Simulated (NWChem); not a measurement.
The numbers come from NWChem runs, not from measurements. System: H2OSi, charge 0, spin multiplicity 1, at a geometry optimised with PBE/def2-SVP. The structure started from a generated list of species. Level: PBE/pcseg-1.

Job file:

```
start mol
memory heap 200 mb stack 900 mb global 1100 mb
geometry units angstroms nocenter noautoz
  Si     0.401574     0.512962     0.000000
  H      1.618975    -0.483597     0.000000
  O     -0.834319    -0.639983     0.000000
  H     -0.566453    -1.578012     0.000000
  symmetry group Cs
end
basis spherical
  * library pcseg-1
end
dft
  xc xpbe96 cpbe96
  semidirect memsize 60000000 filesize 0
  iterations 100
end
task dft energy
```

Part of the output:

```
             Northwest Computational Chemistry Package (NWChem) 7.3.0
             --------------------------------------------------------

                                NWChem Input Module
                                -------------------

 Scaling coordinates for geometry "geometry" by  1.889725989
 (inverse scale =  0.529177249)

 Turning off AUTOSYM since
 SYMMETRY directive was detected!

                             Geometry "geometry" -> ""
                             -------------------------

 Output coordinates in angstroms (scale by  1.889725989 to convert to a.u.)

  No.       Tag          Charge          X              Y              Z
 ---- ---------------- ---------- -------------- -------------- --------------
    1 Si                  14.0000     0.40157400     0.51296200     0.00000000
    2 H                    1.0000     1.61897500    -0.48359700     0.00000000
    3 O                    8.0000    -0.83431900    -0.63998300     0.00000000
    4 H                    1.0000    -0.56645300    -1.57801200     0.00000000

 Effective nuclear repulsion energy (a.u.)      49.2684022642

            Nuclear Dipole moment (a.u.)
            ----------------------------
        X                 Y               Z
 ---------------- ---------------- ----------------
     0.0000113384    -0.0000094486     0.0000000000

      Symmetry information
      --------------------

 Group name             Cs
 Group number              2
 Group order               2
 No. of unique centers     4

      Symmetry unique atoms

     1    2    3    4


 Summary of "ao basis" -> "" (spherical)
 ------------------------------------------------------------------------------
       Tag                 Description            Shells   Functions and Types
 ---------------- ------------------------------  ------  ---------------------
 *                          pcseg-1                   on all atoms

  pbe96 is a nonlocal functional; adding pw91lda local functional.

                                 NWChem DFT Module
                                 -----------------

 Summary of "ao basis" -> "ao basis" (spherical)
 ------------------------------------------------------------------------------
       Tag                 Description            Shells   Functions and Types
 ---------------- ------------------------------  ------  ---------------------
 Si                         pcseg-1                  8       18   4s3p1d
 H                          pcseg-1                  3        5   2s1p
 O                          pcseg-1                  6       14   3s2p1d

 Summary of "ao basis" -> "ao basis" (spherical)
 ------------------------------------------------------------------------------
       Tag                 Description            Shells   Functions and Types
 ---------------- ------------------------------  ------  ---------------------
 Si                         pcseg-1                  8       18   4s3p1d
 H                          pcseg-1                  3        5   2s1p
 O                          pcseg-1                  6       14   3s2p1d

      Symmetry analysis of basis
      --------------------------

        a'         31
        a"         11

            General Information
            -------------------
          SCF calculation type: DFT
          Wavefunction type:  closed shell.
          No. of atoms     :     4
          No. of electrons :    24
           Alpha electrons :    12
            Beta electrons :    12
[...]
 ---------------- ----- ----------------- --------- --------- ---------  ------
 d= 0,ls=0.0,diis     1   -365.5854237144 -4.15D+02  3.62D-02  4.98D-01     0.5
 d= 0,ls=0.0,diis     2   -365.1262946291  4.59D-01  2.77D-02  4.40D+00     0.5
 d= 0,ls=0.0,diis     3   -365.6391077572 -5.13D-01  3.55D-03  2.84D-02     0.6
 d= 0,ls=0.0,diis     4   -365.6425170558 -3.41D-03  1.06D-03  1.13D-03     0.6
 d= 0,ls=0.0,diis     5   -365.6426529948 -1.36D-04  3.55D-04  6.06D-05     0.7
  Resetting Diis
 d= 0,ls=0.0,diis     6   -365.6426635386 -1.05D-05  9.39D-05  5.60D-06     0.7
 d= 0,ls=0.0,diis     7   -365.6426645030 -9.64D-07  1.92D-05  8.45D-08     0.7
 d= 0,ls=0.0,diis     8   -365.6426644839  1.91D-08  8.72D-06  3.03D-07     0.8

         Total DFT energy =     -365.642664483943
      One electron energy =     -603.714078148147
           Coulomb energy =      218.750410201106
    Exchange-Corr. energy =      -29.947398801125
 Nuclear repulsion energy =       49.268402264224

 Numeric. integr. density =       24.000002559898

     Total iterative time =      0.6s

                  Occupations of the irreducible representations
                  ----------------------------------------------

                     irrep           alpha         beta
                     --------     --------     --------
                     a'               10.0         10.0
                     a"                2.0          2.0

                       DFT Final Molecular Orbital Analysis
                       ------------------------------------

 Vector   10  Occ=2.000000D+00  E=-3.158433D-01  Symmetry=a"
              MO Center= -7.0D-01, -5.3D-01, -5.7D-16, r^2= 9.7D-01
   Bfn.  Coefficient  Atom+Function         Bfn.  Coefficient  Atom+Function
  ----- ------------  ---------------      ----- ------------  ---------------
    29      0.602502  3 O  pz                32      0.438894  3 O  pz
    10      0.214697  1 Si pz                 7     -0.084439  1 Si pz
    13      0.070352  1 Si pz                15     -0.041702  1 Si d -1
    17      0.037605  1 Si d  1

 Vector   11  Occ=2.000000D+00  E=-3.028233D-01  Symmetry=a'
              MO Center= -2.7D-01, -3.3D-01, -1.7D-15, r^2= 2.1D+00
   Bfn.  Coefficient  Atom+Function         Bfn.  Coefficient  Atom+Function
  ----- ------------  ---------------      ----- ------------  ---------------
    27      0.545225  3 O  px                30      0.373942  3 O  px
     8     -0.226747  1 Si px                19     -0.190808  2 H  s
     3     -0.184715  1 Si s                  4     -0.165407  1 Si s
     9     -0.158704  1 Si py                20     -0.116046  2 H  s
     2      0.114752  1 Si s                 26     -0.108907  3 O  s

 Vector   12  Occ=2.000000D+00  E=-2.066404D-01  Symmetry=a'
              MO Center=  5.5D-01,  6.2D-01,  1.5D-16, r^2= 2.5D+00
   Bfn.  Coefficient  Atom+Function         Bfn.  Coefficient  Atom+Function
  ----- ------------  ---------------      ----- ------------  ---------------
     9      0.442012  1 Si py                 4      0.434754  1 Si s
     3      0.386914  1 Si s                 20     -0.327659  2 H  s
    19     -0.303067  2 H  s                  2     -0.247004  1 Si s
     8     -0.165440  1 Si px                 6     -0.162465  1 Si py
    26     -0.144949  3 O  s                 12      0.132130  1 Si py

 Vector   13  Occ=0.000000D+00  E=-1.108786D-01  Symmetry=a"
              MO Center=  3.6D-01,  4.5D-01,  1.7D-15, r^2= 2.8D+00
   Bfn.  Coefficient  Atom+Function         Bfn.  Coefficient  Atom+Function
  ----- ------------  ---------------      ----- ------------  ---------------
    10      0.694200  1 Si pz                13      0.439689  1 Si pz
    29     -0.272275  3 O  pz                32     -0.262140  3 O  pz
     7     -0.229676  1 Si pz                17     -0.033469  1 Si d  1

 Vector   14  Occ=0.000000D+00  E=-2.636804D-02  Symmetry=a'
              MO Center=  1.8D-02, -1.1D-01, -1.4D-15, r^2= 4.7D+00
   Bfn.  Coefficient  Atom+Function         Bfn.  Coefficient  Atom+Function
  ----- ------------  ---------------      ----- ------------  ---------------
    26      0.649020  3 O  s                 11      0.643947  1 Si px
    39     -0.483689  4 H  s                  8      0.438062  1 Si px
    20     -0.428378  2 H  s                 25      0.164633  3 O  s
    38     -0.161621  4 H  s                 12      0.156773  1 Si py
     5     -0.139173  1 Si px                27      0.121834  3 O  px

 Vector   15  Occ=0.000000D+00  E= 4.591018D-02  Symmetry=a'
              MO Center=  6.4D-01,  5.0D-01,  5.1D-16, r^2= 4.8D+00
   Bfn.  Coefficient  Atom+Function         Bfn.  Coefficient  Atom+Function
  ----- ------------  ---------------      ----- ------------  ---------------
    20      1.671483  2 H  s                  4     -1.255969  1 Si s
    12      1.239965  1 Si py                11     -0.446149  1 Si px
    39      0.381886  4 H  s                  9      0.346018  1 Si py
     3     -0.334115  1 Si s                  8     -0.306776  1 Si px
    26      0.223633  3 O  s                 19      0.219667  2 H  s

 center of mass
 --------------
 x =  -0.04311768 y =   0.08370026 z =   0.00000000

 moments of inertia (a.u.)
 ------------------
          59.164756772208         -51.643992943305           0.000000000000
         -51.643992943305          66.373597195140           0.000000000000
           0.000000000000           0.000000000000         125.538353967348

     Multipole analysis of the density
     ---------------------------------

     L   x y z        total         alpha         beta         nuclear
     -   - - -        -----         -----         ----         -------
     0   0 0 0     -0.000000    -12.000000    -12.000000     24.000000

     1   1 0 0      0.248237      0.124113      0.124113      0.000011
     1   0 1 0     -0.621145     -0.310568     -0.310568     -0.000009
     1   0 0 1     -0.000000     -0.000000     -0.000000      0.000000

     2   2 0 0    -16.877954    -27.666155    -27.666155     38.454356
     2   1 1 0      0.668310    -12.640287    -12.640287     25.948885
     2   1 0 1      0.000000      0.000000      0.000000      0.000000
     2   0 2 0    -14.001639    -24.292688    -24.292688     34.583737
     2   0 1 1      0.000000      0.000000      0.000000      0.000000
     2   0 0 2    -13.528541     -6.764271     -6.764271      0.000000

 Task  times  cpu:        0.8s     wall:        0.8s

 Total times  cpu:        0.8s     wall:        0.8s
```
